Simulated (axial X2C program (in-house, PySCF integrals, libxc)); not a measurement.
**WGe: from the spin-free to the two-component result**

Calculated with an in-house all-electron X2C program for linear molecules (integrals from PySCF). Spin-free means the one-electron spin-free X2C Hamiltonian; two-component (2c) means X2C with spin–orbit coupling and atomic mean-field two-electron Coulomb and Gaunt terms, so the difference of the two also holds small scalar two-electron terms. Basis: W dyall-cv3z [13s14p9d7f4g], Ge dyall-cv3z [9s9p7d4f1g] (cores contracted in-house); Gaussian nuclei, density fitting, unrestricted open shells. Masses: W 183.951 u, Ge 73.921 u.

Spin-free state: M_S = 2, Λ = 1 (beyond evenly filled blocks: σα, π+α, π+β, π-α, δ+α, δ-α); fragments W + Ge.

| level | Re (Å) | ωe (cm⁻¹) | μ (D) |
| --- | --- | --- | --- |
| PBE0 | 2.391 | 246.4 | -2.30 |
| HF | 2.691 | 136.8 | -2.09 |
| CCSD | 2.431 | 231.5 | n/a |
| CCSD(T) | 2.414 | 243.1 | n/a |

Correlated methods: 10 electrons correlated (number of frozen shells: W 5 s, 4 p, 2 d, 1 f; Ge 3 s, 2 p, 1 d), 352 virtual spin orbitals or spinors in MP2, 90 natural virtuals in coupled cluster.

Dipoles are positive if Ge is the positive end.

Two-component determinant lowest at the distance of the search:

Ω = 3 (⟨Sz⟩ = 1.99, ⟨Lz⟩ = 1.01 at HF); fragments W + Ge.

```csv
level,Re (Å),ωe (cm⁻¹),μ (D)
PBE0,2.386,246.3,-2.25
HF,2.688,136.9,-2.06
CCSD,2.428,231.6,n/a
CCSD(T),2.411,243.5,n/a
```

(1) From the two tables, how do the constants change at the CCSD(T) level (2c against spin-free)?

Occupations by symmetry block were frozen at the best pattern of an incomplete PBE0 search. De is not given where an atomic determinant may have missed its ground term or J level, or where the truncated virtual space spoils (T). Density functionals use the spin component along the axis (collinear). CCSD and (T) use frozen natural virtuals with an MP2 correction for the truncation; (T) itself is uncorrected, so its De runs slightly low. PBE0 can misorder states that lie within some tenths of an eV, so this need not be the ground state of the molecule. The nearest other spin-free determinant of the search, M_S = 1, Λ = 2, lies 0.59 eV up at the distance of the search. The functionals have no current-density term, which raises determinants with orbital currents, atoms included. With several unpaired electrons one determinant need not be a pure state. Open-shell Ω = 0 determinants with evenly filled partner blocks cannot be reached by this program, so the Ω shown need not be the lowest component. The determinant is spin-polarised beyond a pure state at some levels (its spin-free form has ⟨S²⟩ too high), which makes Re and μ there less reliable. The T1 diagnostic is large, a sign of multireference character. With the outer-core shells frozen, correlated bond lengths of heavy atoms tend to come out a few hundredths of an ångström too long.

Answers

(1) At the CCSD(T) level Re drops by 0.003 Å and ωe increases by 0.4 cm⁻¹.
